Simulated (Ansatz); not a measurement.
`OC(S)S[SiH3]` + `CC(O)(O)F` → `OC(O)(F)[SiH3]` + `CSC(O)S`  (formal exchange of groups at the Si–S bond)

Calculated with Ansatz (gas phase, PBE0-D4/def2-TZVP geometries, no zero-point term in ΔE). CBS: MP2 limit from def2 TZ/QZ plus the TZ coupled-cluster correction, frozen cores. Functionals use def2-TZVPP. Each species was taken in one conformer, which may not be the lowest.

Is it downhill or uphill in electronic energy at CCSD(T)/CBS, and by how much? (An estimate is asked.)

The calculation gave: Uphill: ΔE = +128.2 kJ/mol.

What do these levels give: PBE-D4, r2SCAN-D4, ωB97M-V, B2PLYP, PBE0, HF/def2-TZVPP, MP2/def2-TZVPP, SCS-MP2/def2-TZVPP, CCSD(T)/def2-TZVPP, SCS-MP2/def2-QZVPP, MP2/CBS(def2), CCSD/CBS(def2)? (An estimate is asked.)

The calculation gave: PBE-D4 120.3, r2SCAN-D4 129.9, ωB97M-V 126.1, B2PLYP 126.3, PBE0 128.3, HF/def2-TZVPP 137.2, MP2/def2-TZVPP 132.6, SCS-MP2/def2-TZVPP 129.6, CCSD(T)/def2-TZVPP 129.2, SCS-MP2/def2-QZVPP 129.0, MP2/CBS(def2) 131.6, CCSD/CBS(def2) 129.2 kJ/mol.

Largest T1 diagnostic among the species: 0.013.

In def2-TZVPP, CCSD(T) changes the Hartree–Fock value by −7.9 kJ/mol (the triples alone add −0.9 kJ/mol) and MP2 by −4.6 kJ/mol. From PBE to PBE0 (25 % exact exchange), in def2-TZVPP and without D4, ΔE moves by +7.7 kJ/mol.
